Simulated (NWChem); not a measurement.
# ZrH₄; SMILES [ZrH4]

All runs: NWChem. Coordinates come from a PBE0/def2-SVP optimisation. def2 effective core potentials on Zr; no spin-orbit coupling. Static field.

| level | basis functions | isotropic polarisability (bohr³) | anisotropy (bohr³) |
|---|---|---|---|
| Hartree-Fock/def2-SVP | 51 | 43.6 | 0.0 |
| Hartree-Fock/def2-SVPD | 66 | 48.6 | 0.0 |
| Hartree-Fock/def2-TZVP | 64 | 45.1 | 0.0 |
| Hartree-Fock/def2-TZVPD | 76 | 49.1 | 0.0 |
